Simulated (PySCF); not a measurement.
Two-component Hartree-Fock for Si (silicon, neutral)

Start: [Ne] 3s2 3p2; 3p1/2 filled at m_j = -1/2, +1/2. Calculated with PySCF 2.14 in an even-tempered Gaussian basis (20 s from 0.0085 bohr⁻², ratio 2.8; 14 p from 0.011 bohr⁻², ratio 2.8; 5 d from 0.34 bohr⁻², ratio 3): generalised Hartree-Fock with the X2C-1e Hamiltonian and a Gaussian nucleus; one run each with spin-orbit coupling (SO) switched off, then screened by Boettger's factors.

```json
{"spinor shell": "1s1/2", "electrons": "2", "ε, spin-free (eV)": "-1877.0", "ε, screened SO (eV)": "-1877.0", "weight of nominal j (screened SO)": "1.000", "rms radius, screened SO (bohr)": "0.129"}
{"spinor shell": "2s1/2", "electrons": "2", "ε, spin-free (eV)": "-168.23", "ε, screened SO (eV)": "-168.22", "weight of nominal j (screened SO)": "1.000", "rms radius, screened SO (bohr)": "0.613"}
{"spinor shell": "2p1/2", "electrons": "2", "ε, spin-free (eV)": "-115.78", "ε, screened SO (eV)": "-116.47", "weight of nominal j (screened SO)": "0.855", "rms radius, screened SO (bohr)": "0.597"}
{"spinor shell": "2p3/2", "electrons": "4", "ε, spin-free (eV)": "-115.78", "ε, screened SO (eV)": "-115.42", "weight of nominal j (screened SO)": "0.928", "rms radius, screened SO (bohr)": "0.600"}
{"spinor shell": "3s1/2", "electrons": "2", "ε, spin-free (eV)": "-14.747", "ε, screened SO (eV)": "-14.743", "weight of nominal j (screened SO)": "0.999", "rms radius, screened SO (bohr)": "2.38"}
{"spinor shell": "3p1/2", "electrons": "2", "ε, spin-free (eV)": "-8.100", "ε, screened SO (eV)": "-8.104", "weight of nominal j (screened SO)": "0.508", "rms radius, screened SO (bohr)": "2.99"}
```

```json
{"quantity": "E (hartree)", "spin-free": "-289.45424", "screened SO": "-289.45490"}
{"quantity": "M_J", "spin-free": "0", "screened SO": "0"}
{"quantity": "⟨J²⟩", "spin-free": "2.010", "screened SO": "1.961"}
{"quantity": "⟨L²⟩", "spin-free": "2.007", "screened SO": "2.007"}
{"quantity": "⟨S²⟩", "spin-free": "2.003", "screened SO": "2.002"}
```

The determinant has a definite M_J but mixes levels of different J.

Each row is a mean over spinors that exchange with the open shell spreads, by up to 4.246 eV (3s1/2).

Rows whose weight is well below 1 are mixtures of j = l ± 1/2: exchange outweighs spin-orbit coupling there, and the label is only the starting occupation.

Without spin-orbit coupling the j labels of p, d and f shells carry no meaning; the spin-free column gives the mean over the occupied spinors of each nl shell.
